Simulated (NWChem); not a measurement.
Molecule: C3H4F2; SMILES FC1(F)CC1

Computed with NWChem. Coordinates come from a B3LYP/6-31G* (spherical d) optimisation.

Q: Predict the results for PBE0/def2-SVP. Quantities: highest occupied level (eV); orbital gap (eV); dipole (D).

A: 
* **highest occupied level (eV)**: -8.30
* **orbital gap (eV)**: 10.20
* **dipole (D)**: 2.09
